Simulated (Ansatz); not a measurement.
Potential energy surface of H₃Al, singlet: umbrella (inversion) coordinate, bond length relaxed. Scanned: angle between the Al-H bonds and the threefold axis (90 = planar). Other coordinates (Al-H bond length) were minimised at PBE0/def2-TZVP.

Method: full CI/cc-pVDZ, frozen core (Ansatz, a first-principles code).

Scanned values (°): 90, 92.51, 95.82, 99.06, 102.15, 105.09, 107.98, 111.20, 114.54, 117.17, 119.64, 122.32, 126.03, 129.35, 132.

Question: At which scan points does the profile have its minima and maxima, and how high do they lie?

Answer: Lower than their neighbours: 90° (0.000 eV, end of the scan). Higher than their neighbours: 132° (3.692 eV, end of the scan). The whole profile spans 3.692 eV.
